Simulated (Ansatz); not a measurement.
Species: C$_{4}$H$_{12}$Ti (charge 0, singlet). SMILES: [CH3][Ti]([CH3])([CH3])[CH3]
Structure (B3LYP-D3(BJ)/def2-TZVP (Ansatz, a first-principles code) minimum search):
```
Ti
C 1 2.0761
H 2 1.0948 1 110.10
H 2 1.0948 3 108.84 1 120.75
H 2 1.0948 3 108.84 4 118.48
C 1 2.0761 2 109.51 3 -34.51
H 6 1.0948 1 110.10 2 -34.51
H 6 1.0948 7 108.84 1 120.75
H 6 1.0948 7 108.84 8 118.48
C 1 2.0761 2 109.47 3 85.51
H 10 1.0948 1 110.10 2 -155.17
H 10 1.0948 11 108.84 1 -120.77
H 10 1.0948 11 108.84 12 -118.49
C 1 2.0761 2 109.47 3 -154.53
H 14 1.0948 1 110.10 2 -35.13
H 14 1.0948 15 108.84 1 -120.77
H 14 1.0948 15 108.84 16 -118.49
```
Charge 0, spin multiplicity 1.

Property: vertical triplet-singlet gap (E(triplet) - E(singlet); each state is the SCF solution reached for its spin), in eV. Cores are frozen in the correlated levels unless marked. UHF or UKS for open shells. No spin-orbit coupling. The frozen core is the preceding noble-gas configuration, with the filled d and f shells of earlier blocks. No relativistic terms. CBS marks a two-point X^-3 extrapolation of the correlation energy; Hartree-Fock from the larger set. [CCSD(T)-MP2]/basis is that difference in the basis named.

```json
[
 {"level": "HF/def2-TZVPPD", "program": "Ansatz", "vertical triplet-singlet gap (eV)": "2.19", "minus last row": "-1.47"},
 {"level": "HF/def2-QZVPPD", "program": "Ansatz", "vertical triplet-singlet gap (eV)": "2.17", "minus last row": "-1.49"},
 {"level": "SVWN5/def2-TZVPD", "program": "Ansatz", "vertical triplet-singlet gap (eV)": "3.25", "minus last row": "-0.41"},
 {"level": "PBE/def2-TZVPD", "program": "Ansatz", "vertical triplet-singlet gap (eV)": "3.19", "minus last row": "-0.47"},
 {"level": "B3LYP/def2-TZVPD", "program": "Ansatz", "vertical triplet-singlet gap (eV)": "3.23", "minus last row": "-0.43"},
 {"level": "PBE0/def2-TZVPD", "program": "Ansatz", "vertical triplet-singlet gap (eV)": "3.25", "minus last row": "-0.41"},
 {"level": "BHLYP/def2-TZVPD", "program": "Ansatz", "vertical triplet-singlet gap (eV)": "3.17", "minus last row": "-0.49"},
 {"level": "CAM-B3LYP/def2-TZVPD", "program": "Ansatz", "vertical triplet-singlet gap (eV)": "3.36", "minus last row": "-0.30"},
 {"level": "wB97M-V/def2-TZVPD", "program": "Ansatz", "vertical triplet-singlet gap (eV)": "3.48", "minus last row": "-0.18"},
 {"level": "B2PLYP/def2-TZVPD", "program": "Ansatz", "vertical triplet-singlet gap (eV)": "3.63", "minus last row": "-0.03"},
 {"level": "MP2/def2-SVPD", "program": "Ansatz", "vertical triplet-singlet gap (eV)": "3.79", "minus last row": "0.13"},
 {"level": "MP2/def2-TZVPPD", "program": "Ansatz", "vertical triplet-singlet gap (eV)": "3.87", "minus last row": "0.21"},
 {"level": "RI-MP2/def2-TZVPPD", "program": "Ansatz", "vertical triplet-singlet gap (eV)": "3.86", "minus last row": "0.20"},
 {"level": "RI-MP2/def2-QZVPPD", "program": "Ansatz", "vertical triplet-singlet gap (eV)": "3.88", "minus last row": "0.22"},
 {"level": "RI-MP2/CBS(def2-TZVPPD,def2-QZVPPD)", "program": "Ansatz", "vertical triplet-singlet gap (eV)": "3.91", "minus last row": "0.25"},
 {"level": "SCS-MP2/def2-SVPD", "program": "Ansatz", "vertical triplet-singlet gap (eV)": "3.79", "minus last row": "0.13"},
 {"level": "SCS-MP2/def2-TZVPPD", "program": "Ansatz", "vertical triplet-singlet gap (eV)": "3.89", "minus last row": "0.23"},
 {"level": "CCSD/def2-SVPD", "program": "Ansatz", "vertical triplet-singlet gap (eV)": "3.33", "minus last row": "-0.33"},
 {"level": "CCSD/def2-TZVPPD", "program": "Ansatz", "vertical triplet-singlet gap (eV)": "3.38", "minus last row": "-0.28"},
 {"level": "CCSD(T)/def2-TZVPPD", "program": "Ansatz", "vertical triplet-singlet gap (eV)": "3.61", "minus last row": "-0.05"},
 {"level": "RI-MP2/CBS(def2-TZVPPD,def2-QZVPPD)+[CCSD(T)-MP2]/def2-TZVPPD", "program": "Ansatz", "vertical triplet-singlet gap (eV)": "3.66", "minus last row": "0.00"}
]
```
